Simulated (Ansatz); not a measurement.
Computed with Ansatz on PBE0-D4/def2-TZVP structures; ΔE is electronic, products minus reactants. CCSD(T)/CBS adds triple-zeta CCSD(T) − MP2 to the extrapolated MP2 energy (def2 sets, frozen cores). This one scheme is used for every species. Functionals use def2-TZVPP. B3LYP here is the variant with VWN-RPA as its local correlation; programs differ in this. Each species was taken in one conformer, which may not be the lowest.

Consider the ligand exchange at the Si–N bond: `CN([SiH2]O)[SiH2]O` + H–F → `O[SiH2]F` + `CN[SiH2]O`.

(1) Is it downhill or uphill in electronic energy at CCSD(T)/CBS, and by how much? (Best estimate.)

(2) What do these levels give: B3LYP-D4, PBE, SCS-MP2/def2-TZVPP, HF/def2-QZVPP, MP2/def2-QZVPP, SCS-MP2/def2-QZVPP? (Best estimate.)

Largest T1 diagnostic among the species: 0.011.

Results:

(1) Computed: Downhill: ΔE = -19.5 kcal/mol.

(2) Ansatz gave: B3LYP-D4 -20.4, PBE -22.0, SCS-MP2/def2-TZVPP -20.8, HF/def2-QZVPP -27.4, MP2/def2-QZVPP -19.1, SCS-MP2/def2-QZVPP -21.0 kcal/mol.

In def2-TZVPP, CCSD(T) changes the Hartree–Fock value by +7.6 kcal/mol (the triples alone add +1.2 kcal/mol) and MP2 by +8.1 kcal/mol. The D4 term adds +4.6 kcal/mol with B3LYP and +2.5 kcal/mol with PBE0; it sums over pairs of atoms, weighted by their polarisabilities, and B3LYP, whose exchange is more repulsive, gets the larger term.
